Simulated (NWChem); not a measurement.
System: CAuFO; SMILES [O+]#[C-]->[Au][F]

Output (shortened):

```
             Northwest Computational Chemistry Package (NWChem) 7.3.0
             --------------------------------------------------------

                             Geometry "geometry" -> ""
                             -------------------------

 Output coordinates in angstroms (scale by  1.889725989 to convert to a.u.)

  No.       Tag          Charge          X              Y              Z
 ---- ---------------- ---------- -------------- -------------- --------------
    1 Au                  79.0000     0.00003100    -0.19086000     0.00000000
    2 F                    9.0000     0.00001900    -2.10401600     0.00000000
    3 O                    8.0000     0.00001100     2.80276100     0.00000000
    4 C                    6.0000     0.00002600     1.66972200     0.00000000

 Effective nuclear repulsion energy (a.u.)     480.9473684323

 Summary of "ao basis" -> "ao basis" (spherical)
 ------------------------------------------------------------------------------
       Tag                 Description            Shells   Functions and Types
 ---------------- ------------------------------  ------  ---------------------
 Au                         def2-svp                12       32   6s3p2d1f
 F                          def2-svp                 6       14   3s2p1d
 O                          def2-svp                 6       14   3s2p1d
 C                          def2-svp                 6       14   3s2p1d

            General Information
            -------------------
          SCF calculation type: DFT
          Wavefunction type:  closed shell.
          No. of atoms     :     4
          No. of electrons :    42
           Alpha electrons :    21
            Beta electrons :    21
          Charge           :     0
          Spin multiplicity:     1
          Use of symmetry is: off; symmetry adaption is: off
          Maximum number of iterations: 150
          AO basis - number of functions:    74
                     number of shells:    30
          Convergence on energy requested:  1.00D-06
          Convergence on density requested:  1.00D-05
          Convergence on gradient requested:  5.00D-04

              XC Information
              --------------
          PerdewBurkeErnzerhof Exchange Functional  1.000
            Perdew 1991 LDA Correlation Functional  1.000 local
           PerdewBurkeErnz. Correlation Functional  1.000 non-local

             Grid Information
             ----------------
          Grid used for XC integration:  medium
          Radial quadrature: Mura-Knowles
          Angular quadrature: Lebedev.
          Tag              B.-S. Rad. Rad. Pts. Rad. Cut. Ang. Pts.
          ---              ---------- --------- --------- ---------
          Au                  1.35      123           8.0       590
          F                   0.50       49          11.0       434
          O                   0.60       49          10.0       434
          C                   0.70       49           8.0       434
          Grid pruning is: on
          Number of quadrature shells:   270
          Spatial weights used:  Erf1

      Superposition of Atomic Density Guess
      -------------------------------------

 Sum of atomic energies:        -364.05256841

      Non-variational initial energy
      ------------------------------

 Total energy =    -347.047867
 1-e energy   =    -816.884118
 2-e energy   =     325.490544
 HOMO         =      -0.426984
 LUMO         =      -0.006480

[...]

                                NWChem TDDFT Module
                                -------------------

            General Information
            -------------------
           No. of orbitals :     148
            Alpha orbitals :      74
             Beta orbitals :      74
        Alpha frozen cores :       0
         Beta frozen cores :       0
     Alpha frozen virtuals :       0
      Beta frozen virtuals :       0
         Spin multiplicity :       1
    Number of AO functions :      74
        Use of symmetry is : off
      Symmetry adaption is : off
         Schwarz screening :  0.10D-07

              XC Information
              --------------
   PerdewBurkeErnzerhof Exchange Functional   1.00
     Perdew 1991 LDA Correlation Functional   1.00 local
    PerdewBurkeErnz. Correlation Functional   1.00 non-local

             TDDFT Information
             -----------------
          Calculation type : TDDFT
         Wavefunction type : Restricted singlets & triplets
          No. of electrons :      42
           Alpha electrons :      21
            Beta electrons :      21
              No. of roots :       6
          Max subspacesize :    5200
            Max iterations :     100
               Target root :       1
           Target symmetry : none
      Symmetry restriction : off
                 Algorithm : Optimal
        Davidson threshold :  0.10D-03

    6 smallest eigenvalue differences (eV)
--------------------------------------------------------
  No. Spin  Occ  Vir  Irrep   E(Occ)    E(Vir)   E(Diff)
--------------------------------------------------------
    1    1   21   22 a        -0.272    -0.112     4.364
    2    1   21   23 a        -0.272    -0.112     4.364
    3    1   20   22 a        -0.272    -0.112     4.364
    4    1   20   23 a        -0.272    -0.112     4.364
    5    1   19   22 a        -0.285    -0.112     4.706
    6    1   19   23 a        -0.285    -0.112     4.706
--------------------------------------------------------

  Entering Davidson iterations
  Restricted singlet excited states

  Iter   NTrls   NConv    DeltaV     DeltaE      Time
  ----  ------  ------  ---------  ---------  ---------
    1      6       1     0.46E+00   0.10+100        2.0
    2     11       1     0.46E+00   0.52E-02        1.9
    3     21       1     0.17E+00   0.48E-01        2.4
    4     31       1     0.41E-01   0.15E-01        2.4
    5     41       3     0.11E-01   0.78E-03        2.7
    6     47       3     0.29E-02   0.51E-04        2.5
    7     53       3     0.23E-02   0.14E-05        2.6
    8     59       5     0.94E-03   0.24E-05        2.5
    9     61       5     0.26E-03   0.41E-06        2.2
   10     63       5     0.18E-03   0.19E-07        2.1
   11     65       6     0.95E-04   0.16E-07        2.1
  ----  ------  ------  ---------  ---------  ---------
  Convergence criterion met

  Ground state a        -348.604258013055 a.u.

  ----------------------------------------------------------------------------
  Root   1 singlet a              0.160364010 a.u.                4.3637 eV
  ----------------------------------------------------------------------------
     Transition Moments    X -0.00000   Y -0.00000   Z -0.00000
     Dipole Oscillator Strength                    0.0000000000
     Electric Quadrupole                           0.0000000000
     Magnetic Dipole                               0.0000000000
     Total Oscillator Strength                     0.0000000000

     Occ.   20  a   ---  Virt.   22  a   -0.60836 X
     Occ.   20  a   ---  Virt.   23  a   -0.36041 X
     Occ.   21  a   ---  Virt.   22  a   -0.36041 X
     Occ.   21  a   ---  Virt.   23  a    0.60836 X
  ----------------------------------------------------------------------------
  Root   2 singlet a              0.164454968 a.u.                4.4750 eV
  ----------------------------------------------------------------------------
     Transition Moments    X -0.00000   Y  0.00000   Z  0.00000
     Dipole Oscillator Strength                    0.0000000000
     Electric Quadrupole                           0.0000000053
     Magnetic Dipole                               0.0000000000
     Total Oscillator Strength                     0.0000000053

     Occ.   20  a   ---  Virt.   22  a   -0.61503 X
     Occ.   20  a   ---  Virt.   23  a   -0.34863 X
     Occ.   21  a   ---  Virt.   22  a    0.34863 X
     Occ.   21  a   ---  Virt.   23  a   -0.61503 X
  ----------------------------------------------------------------------------
  Root   3 singlet a              0.164454973 a.u.                4.4750 eV
  ----------------------------------------------------------------------------
     Transition Moments    X  0.00000   Y  0.00000   Z -0.00001
     Dipole Oscillator Strength                    0.0000000000
     Electric Quadrupole                           0.0000000053
     Magnetic Dipole                               0.0000000000
     Total Oscillator Strength                     0.0000000053

     Occ.   20  a   ---  Virt.   22  a   -0.34863 X
     Occ.   20  a   ---  Virt.   23  a    0.61503 X
     Occ.   21  a   ---  Virt.   22  a   -0.61503 X
     Occ.   21  a   ---  Virt.   23  a   -0.34863 X
  ----------------------------------------------------------------------------
  Root   4 singlet a              0.177085479 a.u.                4.8187 eV
  ----------------------------------------------------------------------------
     Transition Moments    X -0.00393   Y  0.00000   Z  0.44963
     Dipole Oscillator Strength                    0.0238688418
     Electric Quadrupole                           0.0000000003
     Magnetic Dipole                               0.0000000001
     Total Oscillator Strength                     0.0238688423

[...]
```

Level: PBE/def2-SVP with def2 effective core potentials on Au, full TDDFT. Coordinates come from a PBE0/def2-SVP optimisation. def2 effective core potentials on Au; no spin-orbit coupling.

Task: Reconstruct the input file.

Result: This is not unique; one that fits is the input that was run:
```
start job
memory heap 200 mb stack 900 mb global 1100 mb
geometry units angstroms noautosym nocenter noautoz
  Au     0.000031    -0.190860     0.000000
  F      0.000019    -2.104016     0.000000
  O      0.000011     2.802761     0.000000
  C      0.000026     1.669722     0.000000
end
basis spherical
  Au library def2-svp
  F library def2-svp
  O library def2-svp
  C library def2-svp
end
ecp
  Au library def2-ecp
end
dft
  xc xpbe96 cpbe96
  iterations 150
end
tddft
  nroots 6
end
task tddft energy
```
